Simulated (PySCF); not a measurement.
Zero-point energy (kcal/mol) of eight silicon and germanium compounds: PBE-D3(BJ) beside PBE0-D3(BJ), computed with PySCF for isolated molecules in the bases named; differences from unrounded values. The eight are the first of their class met in an unordered collection, after screening for sound electronic states; none was chosen by its value. Each level has its own optimised geometry.

| molecule | basis | PBE0-D3(BJ) | PBE-D3(BJ) | difference |
|---|---|---|---|---|
| CH₅ClFNSi, SMILES Cl[Si@@H](F)CN | def2-SVP | 43.13 | 41.67 | -1.45 |
| C3H7ClSi, SMILES C1(CC1)[SiH2]Cl | def2-SVP | 57.09 | 55.17 | -1.92 |
| CH6ClFSi2, SMILES F[Si@H](Cl)C[SiH3] | def2-SVP | 41.40 | 40.07 | -1.33 |
| CH8N2Si2, SMILES N[Si@H]1NC[SiH2]1 | def2-SVP | 60.32 | 58.26 | -2.06 |
| C3H8Si2, SMILES [SiH3][Si@@H](C#C)C | def2-SVP | 56.35 | 54.53 | -1.82 |
| CH12N2Si3, SMILES N[SiH](N)C[SiH2][SiH3] | def2-SVP | 81.93 | 79.37 | -2.57 |
| C4H10OSi, SMILES C=C[C@H]([SiH3])CO | def2-SVP | 80.96 | 78.18 | -2.79 |
| Si(CCH)2(Cl)2 (C4H2Cl2Si), SMILES C#C[Si](Cl)(Cl)C#C | def2-SVP | 26.94 | 25.94 | -1.00 |

PBE-D3(BJ) lies below PBE0-D3(BJ) in 8 and above it in 0 of the eight; the mean signed difference is -1.87 and the largest -2.79 kcal/mol.
